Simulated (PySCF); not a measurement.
Molfile (atoms numbered from 1):
```
H7NPSi2
     RDKit          3D

 11 10  0  0  0  0  0  0  0  0999 V2000
   -1.8724   -0.4502    0.0666 Si  0  0  0  0  0  4  0  0  0  0  0  0
   -0.6975    0.6016    0.5775 N   0  0  0  0  0  0  0  0  0  0  0  0
    0.8136    1.1530    0.2344 Si  0  0  0  0  0  4  0  0  0  0  0  0
    2.4933   -0.3510   -0.3437 P   0  0  0  0  0  0  0  0  0  0  0  0
   -2.7099   -0.0285   -1.1397 H   0  0  0  0  0  0  0  0  0  0  0  0
   -1.4323   -1.8579   -0.3298 H   0  0  0  0  0  0  0  0  0  0  0  0
   -2.9423   -0.7223    1.1120 H   0  0  0  0  0  0  0  0  0  0  0  0
    1.5000    1.8651    1.3843 H   0  0  0  0  0  0  0  0  0  0  0  0
    0.9807    2.1326   -0.9221 H   0  0  0  0  0  0  0  0  0  0  0  0
    2.1616   -1.3068    0.6700 H   0  0  0  0  0  0  0  0  0  0  0  0
    1.7139   -1.0313   -1.3343 H   0  0  0  0  0  0  0  0  0  0  0  0
  1  2  1  0
  2  3  1  0
  3  4  1  0
  1  5  1  0
  1  6  1  0
  1  7  1  0
  3  8  1  0
  3  9  1  0
  4 10  1  0
  4 11  1  0
M  CHG  1   2  -1
M  END
```

Geometry: PBE0-D3(BJ)/def2-SVP; GIAO shifts from PySCF 2.14, gas phase, non-relativistic, averaged over equivalent atoms.

At PBE0/pcSseg-1 (124 basis functions, 8.4 s wall time on 1 thread of an Arm Neoverse V1, shared host):
```tsv
atoms	δ (ppm)
Si3	-78.6
Si1	-92.5
N2	38.1
P4	-245.0
H8/H9	5.42
H5/H6/H7	5.06
H10/H11	1.36
```

Shifts are taken against calculated references (same method and geometry level): 29Si (351.99 ppm), 1H (31.27 ppm) vs TMS; 15N (265.67 ppm) against NH3; H3PO4 for 31P (310.13 ppm).

Estimate the result of repeating the calculation with wB97X-D/pcSseg-2.

Answers


```tsv
atoms	δ at wB97X-D/pcSseg-2	change
Si3	-79.0	-0.4
Si1	-94.6	-2.1
N2	33.4	-4.7
P4	-248.3	-3.3
H8/H9	5.43	+0.01
H5/H6/H7	5.13	+0.07
H10/H11	1.53	+0.17
```

Referencing at the same level of theory: TMS for 29Si (σref 340.70), 1H (σref 31.36); NH3 for 15N (σref 260.06); 31P (σref 293.07) against H3PO4.

The largest change is at N2 (nitrogen bonded to 2 Si). Cost: 263 basis functions, 36 s wall time on 1 thread of an Arm Neoverse V1, shared host.

Experimental scales use liquid or dissolved standards, which lie at an offset from isolated NH3 (liquid NH3: subtract about 20 ppm) and H3PO4.
